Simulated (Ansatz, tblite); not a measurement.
Spin states of Sn₂₄OH₄₀, each relaxed with PBE-D4/def2-SVP, loosely relaxed in Ansatz. Electronic energies in the gas phase.

In the def2 sets Sn takes a core potential; there is no spin–orbit coupling. The xTB rows come from tblite. Correlated methods freeze 97 core orbitals; core or outer-core shells of Sn are correlated, in sets that lack core-valence functions. The rows differ in basis, and correlated rows in double-zeta sets carry the largest basis error. Single mean-field runs in def2-TZVP are fitted with def2-universal-jkfit.

Singlet geometry:

```xyz
65

Sn    2.698    6.197   -0.889
Sn    2.796    6.821    4.099
Sn    2.406    2.662    2.193
O     1.952    0.389   -0.128
Sn   -0.429    2.816    2.088
Sn   -1.008    5.568    1.591
Sn    1.616   -2.845    1.581
Sn    0.248   -4.234   -3.058
Sn   -2.695   -4.282    0.510
Sn   -1.371   -0.573   -1.226
Sn   -1.782   -8.147   -1.860
Sn   -4.393   -4.231   -3.813
Sn    3.799    3.763    0.000
Sn    3.375   -1.269   -0.029
Sn    0.623   -7.014   -2.777
Sn    2.907    4.062    4.596
Sn    0.175   -0.693    2.887
Sn   -2.430   -7.083    0.660
Sn   -0.110    6.131   -1.022
Sn    0.197    7.505    3.264
Sn    0.890    0.980   -1.914
Sn   -2.360    1.362    0.591
Sn   -0.318   -3.134   -0.518
Sn   -1.843   -3.652   -4.858
Sn   -4.787   -3.401   -1.155
H     3.441    6.626   -2.401
H     3.159    7.413    0.264
H     3.219    7.733    5.516
H     3.949    7.219    2.865
H     2.950    1.027    2.476
H     1.310    0.246    0.627
H    -0.915    2.503    3.741
H    -2.732    5.844    1.637
H     2.430   -4.404    1.589
H     1.715   -3.495   -3.651
H    -2.940   -3.642    2.111
H    -2.340   -0.592   -2.680
H    -1.674   -9.878   -1.798
H    -3.039   -7.748   -2.987
H    -4.629   -5.950   -3.885
H    -5.595   -3.510   -4.842
H     5.448    3.999    0.501
H     3.845    2.610   -1.304
H     4.753   -0.353    0.529
H     3.566   -1.402   -1.763
H     1.878   -7.299   -1.611
H     1.134   -7.732   -4.274
H     4.428    3.575    5.281
H     1.666    3.639    5.736
H     1.029   -0.701    4.449
H    -1.161   -1.806    3.309
H    -1.129   -7.440    1.755
H    -3.861   -7.826    1.305
H    -0.685    7.655   -1.625
H    -0.605    4.918   -2.164
H     0.232    9.030    2.423
H    -0.787    7.722    4.680
H     0.881    2.707   -1.647
H     2.150    0.624   -3.058
H    -3.317    2.483   -0.347
H    -3.419    0.603    1.739
H    -1.766   -1.970   -5.278
H    -1.619   -4.551   -6.329
H    -4.774   -1.661   -1.105
H    -6.353   -3.911   -0.600
```

Triplet geometry:

Cartesian coordinates in Å:
```
Sn 0.424 -5.986 -2.370
Sn 3.951 -7.025 1.291
Sn 1.047 -3.748 1.857
O -1.276 -1.897 0.230
Sn 2.635 -1.658 0.717
Sn 3.948 -3.224 -1.431
Sn -1.219 0.870 2.764
Sn -4.093 3.350 -0.090
Sn 0.281 4.796 0.685
Sn -0.604 0.846 -1.623
Sn -3.330 7.588 1.415
Sn -1.883 6.076 -3.223
Sn -0.474 -5.500 0.252
Sn -2.651 -1.340 1.749
Sn -5.046 5.373 1.621
Sn 2.980 -5.263 3.252
Sn 1.496 0.049 2.994
Sn -0.768 6.853 2.308
Sn 2.142 -4.035 -3.438
Sn 5.395 -5.510 -0.584
Sn -1.655 -1.848 -2.134
Sn 2.173 0.550 -1.063
Sn -1.452 2.565 0.514
Sn -3.906 4.166 -2.784
Sn 0.601 5.537 -2.013
H -0.987 -6.174 -3.371
H 1.255 -7.520 -2.364
H 4.896 -8.329 1.939
H 2.573 -7.728 0.497
H -0.021 -2.946 2.991
H -0.415 -1.462 0.415
H 4.110 -1.518 1.653
H 5.113 -2.131 -2.149
H -2.037 1.397 4.210
H -5.118 1.940 0.002
H 1.809 4.261 1.332
H -0.604 1.803 -3.092
H -3.940 8.945 2.310
H -3.239 8.065 -0.251
H -2.448 7.610 -2.639
H -1.653 6.244 -4.938
H -0.441 -7.003 1.144
H -2.122 -4.960 0.250
H -2.879 -2.856 2.561
H -4.046 -1.005 0.771
H -5.025 4.782 3.254
H -6.691 5.790 1.246
H 2.300 -6.084 4.622
H 4.260 -4.243 3.829
H 1.704 -0.802 4.509
H 2.409 1.535 3.142
H -0.902 6.252 3.933
H 0.298 8.227 2.359
H 3.026 -4.723 -4.772
H 1.234 -2.695 -4.070
H 5.792 -6.484 -1.973
H 6.899 -5.015 0.135
H -0.633 -3.301 -2.007
H -3.290 -2.299 -1.628
H 3.212 0.241 -2.429
H 2.856 1.903 -0.196
H -3.552 2.755 -3.735
H -5.417 4.802 -3.361
H 1.367 4.216 -2.841
H 1.635 6.924 -2.187
```

⟨S²⟩: triplet 2.01 at PBE0-D4/def2-TZVP (pure 2.00).

Only these spin states were relaxed. The triplet has other bonds than the singlet, so the gap mixes isomer and spin.

```csv
level,triplet − singlet (kJ/mol),lowest of these,remarks
GFN1-xTB,108.4,singlet,loose geometry (singlet)
GFN2-xTB,104.3,singlet,loose geometry (singlet)
HF/def2-SVP,115.8,singlet,loose geometry (singlet)
LDA (SPW92)/def2-TZVP,108.1,singlet,loose geometry (singlet)
PBE-D4/def2-TZVP,101.7,singlet,loose geometry (singlet)
r2SCAN-D4/def2-TZVP,97.0,singlet,loose geometry (singlet)
PBE0-D4/def2-TZVP,111.2,singlet,loose geometry (singlet)
MP2/def2-SVP,126.0,singlet,loose geometry (singlet)
```

Change of the triplet − singlet gap on mixing in exact exchange, in kJ/mol: PBE to PBE0 (25 % exact exchange) 9.5.

The xTB methods have no spin-polarisation term.
